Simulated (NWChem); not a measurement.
System: BCl cation, doublet; SMILES of the neutral closed-shell parent BCl

Parts of the log:

```
             Northwest Computational Chemistry Package (NWChem) 7.3.0
             --------------------------------------------------------

                             Geometry "geometry" -> ""
                             -------------------------

 Output coordinates in angstroms (scale by  1.889725989 to convert to a.u.)

  No.       Tag          Charge          X              Y              Z
 ---- ---------------- ---------- -------------- -------------- --------------
    1 B                    5.0000     0.00000000     0.00000000    -1.21335100
    2 Cl                  17.0000     0.00000000     0.00000000     0.39031700

 Effective nuclear repulsion energy (a.u.)      28.0482407612

  pbe96 is a nonlocal functional; adding pw91lda local functional.
                              NWChem Property Module
                              ----------------------

  itol2e modified to match energy
  convergence criterion.

                                 NWChem DFT Module
                                 -----------------

 Summary of "ao basis" -> "ao basis" (spherical)
 ------------------------------------------------------------------------------
       Tag                 Description            Shells   Functions and Types
 ---------------- ------------------------------  ------  ---------------------
 B                           6-31g*                  6       14   3s2p1d
 Cl                          6-31g*                  8       18   4s3p1d

  itol2e modified to match energy
  convergence criterion.

            General Information
            -------------------
          SCF calculation type: DFT
          Wavefunction type:  spin polarized.
          No. of atoms     :     2
          No. of electrons :    21
           Alpha electrons :    11
            Beta electrons :    10
          Charge           :     1
          Spin multiplicity:     2
          Use of symmetry is: off; symmetry adaption is: off
          Maximum number of iterations: 150
          AO basis - number of functions:    32
                     number of shells:    14
          Convergence on energy requested:  1.00D-07
          Convergence on density requested:  1.00D-05
          Convergence on gradient requested:  5.00D-04

              XC Information
              --------------
          PerdewBurkeErnzerhof Exchange Functional  1.000
            Perdew 1991 LDA Correlation Functional  1.000 local
           PerdewBurkeErnz. Correlation Functional  1.000 non-local

             Grid Information
             ----------------
          Grid used for XC integration:  fine
          Radial quadrature: Mura-Knowles
          Angular quadrature: Lebedev.
          Tag              B.-S. Rad. Rad. Pts. Rad. Cut. Ang. Pts.
          ---              ---------- --------- --------- ---------
          B                   0.85       70           7.0       590
          Cl                  1.00      123           7.0       770
          Grid pruning is: on
          Number of quadrature shells:   193
          Spatial weights used:  Erf1

      Superposition of Atomic Density Guess
      -------------------------------------

 Sum of atomic energies:        -483.97667121

 Renormalizing density from      22.00 to     21

      Non-variational initial energy
      ------------------------------

 Total energy =    -470.252400
 1-e energy   =    -690.119848
 2-e energy   =     191.819207
 HOMO         =      -0.587463
 LUMO         =      -0.293726

   convergence    iter        energy       DeltaE   RMS-Dens  Diis-err
 ---------------- ----- ----------------- --------- --------- ---------
 d= 0,ls=0.0,diis     1   -484.0978515083 -5.12D+02  5.97D-02  4.96D-01
                                                     5.44D-02  4.50D-01
 d= 0,ls=0.0,diis     2   -480.9237674475  3.17D+00  4.25D-02  4.35D+00
                                                     4.37D-02  5.29D+00
 d= 0,ls=0.0,diis     3   -484.3648367639 -3.44D+00  7.01D-03  9.96D-03
                                                     4.07D-03  6.35D-03
 d= 0,ls=0.0,diis     4   -484.3691317953 -4.30D-03  1.51D-03  3.61D-03
                                                     1.52D-03  3.68D-03
 d= 0,ls=0.0,diis     5   -484.3716894645 -2.56D-03  2.60D-04  8.66D-05
                                                     1.94D-04  7.49D-05
  Resetting Diis
 d= 0,ls=0.0,diis     6   -484.3717367119 -4.72D-05  4.64D-05  2.84D-06
                                                     7.46D-05  4.62D-06
 d= 0,ls=0.0,diis     7   -484.3717396173 -2.91D-06  1.46D-05  3.55D-08
                                                     8.89D-06  2.24D-08
 d= 0,ls=0.0,diis     8   -484.3717396628 -4.55D-08  4.56D-06  7.12D-09
                                                     7.24D-06  1.87D-08

         Total DFT energy =     -484.371739662826
      One electron energy =     -716.196787221429
           Coulomb energy =      235.503722575236
    Exchange-Corr. energy =      -31.726915777798
 Nuclear repulsion energy =       28.048240761164

 Numeric. integr. density =       20.999999965249

                    DFT Final Alpha Molecular Orbital Analysis
                    ------------------------------------------

 Vector    9  Occ=1.000000D+00  E=-6.470683D-01
              MO Center=  6.0D-11,  6.1D-11,  8.7D-02, r^2= 1.3D+00
   Bfn.  Coefficient  Atom+Function         Bfn.  Coefficient  Atom+Function
  ----- ------------  ---------------      ----- ------------  ---------------
    21      0.517452  2 Cl px                22     -0.480934  2 Cl py
    17     -0.199341  2 Cl px                25      0.195992  2 Cl px
     3      0.194994  1 B  px                18      0.185273  2 Cl py
    26     -0.182160  2 Cl py                 4     -0.181233  1 B  py
     7      0.062380  1 B  px                 8     -0.057978  1 B  py

 Vector   10  Occ=1.000000D+00  E=-6.470683D-01
              MO Center= -7.1D-11, -9.0D-11,  8.7D-02, r^2= 1.3D+00
   Bfn.  Coefficient  Atom+Function         Bfn.  Coefficient  Atom+Function
  ----- ------------  ---------------      ----- ------------  ---------------
    22      0.517452  2 Cl py                21      0.480934  2 Cl px
    18     -0.199341  2 Cl py                26      0.195992  2 Cl py
     4      0.194994  1 B  py                17     -0.185273  2 Cl px
    25      0.182160  2 Cl px                 3      0.181233  1 B  px
     8      0.062380  1 B  py                 7      0.057978  1 B  px

 Vector   11  Occ=1.000000D+00  E=-5.883662D-01
              MO Center=  1.0D-10,  6.0D-11, -1.4D+00, r^2= 1.4D+00
   Bfn.  Coefficient  Atom+Function         Bfn.  Coefficient  Atom+Function
  ----- ------------  ---------------      ----- ------------  ---------------
     6     -0.502592  1 B  s                  5      0.469182  1 B  pz
     2     -0.349454  1 B  s                 23     -0.323588  2 Cl pz
     1      0.162944  1 B  s                 19      0.124790  2 Cl pz
     9      0.117449  1 B  pz                27     -0.113055  2 Cl pz
    20      0.047995  2 Cl s

 Vector   12  Occ=0.000000D+00  E=-4.133392D-01
              MO Center=  3.2D-11,  4.6D-11, -8.9D-01, r^2= 1.8D+00
   Bfn.  Coefficient  Atom+Function         Bfn.  Coefficient  Atom+Function
  ----- ------------  ---------------      ----- ------------  ---------------
     4      0.505655  1 B  py                 3     -0.431306  1 B  px
     8      0.326445  1 B  py                22     -0.297841  2 Cl py
     7     -0.278446  1 B  px                21      0.254048  2 Cl px
    26     -0.214264  2 Cl py                25      0.182760  2 Cl px
    18      0.108645  2 Cl py                17     -0.092670  2 Cl px

[...]

          -----------------------
          Electric field gradient
          -----------------------

 1 a.u. = 0.324123 10**(16) esu/cm**3  ( or statvolts/cm**2 ) = 0.97174 10**(22) v/m**2

 ------------------------------------------------------------
   Atom      X         Y         Z
 ------------------------------------------------------------
    1 B    0.00000   0.00000  -2.29290
 ------------------------------------------------------------

 Electric field gradient in molecular frame (a.u.)
         XX             YY             ZZ             XY             XZ             YZ
 ------------------------------------------------------------------------------------------
       -0.153391      -0.153391       0.306783       0.000000      -0.000000      -0.000000

 Principal components (a.u.) and orientation
 of principal axis w.r.t. absolute frame                      Asymmetry parameter eta
 --------------------------------------------------------------------------------------
        0.306783      -0.153391      -0.153391                       0.000000

       -0.000000       0.724765       0.688996
       -0.000000      -0.688996       0.724765
        1.000000       0.000000       0.000000

 ------------------------------------------------------------
   Atom      X         Y         Z
 ------------------------------------------------------------
    2 Cl   0.00000   0.00000   0.73759
 ------------------------------------------------------------

 Electric field gradient in molecular frame (a.u.)
         XX             YY             ZZ             XY             XZ             YZ
 ------------------------------------------------------------------------------------------
        0.795168       0.795168      -1.590336       0.000000       0.000000      -0.000000

 Principal components (a.u.) and orientation
 of principal axis w.r.t. absolute frame                      Asymmetry parameter eta
 --------------------------------------------------------------------------------------
       -1.590336       0.795168       0.795168                       0.000000

       -0.000000       0.693071       0.720870
        0.000000       0.720870      -0.693071
        1.000000       0.000000       0.000000
```

Level: PBE/6-31G* (spherical d), spin-unrestricted. The geometry was optimised at PBE0/def2-SVP, spin-unrestricted. The spin multiplicity was typed, not searched, and may not be the lowest. No stability test was run on the SCF state. NWChem prints the field gradient with the sign opposite to the second derivative of the potential.

Q: Which NWChem input produces such a log?

A: One answer among several that fit: the input that was run:
```
start job
memory heap 200 mb stack 900 mb global 1100 mb
charge 1
geometry units angstroms noautosym nocenter noautoz
  B      0.000000     0.000000    -1.213351
  Cl     0.000000     0.000000     0.390317
end
basis spherical
  B library 6-31g*
  Cl library 6-31g*
end
dft
  odft
  mult 2
  xc xpbe96 cpbe96
  iterations 150
end
property
  efieldgrad
end
task dft property
```
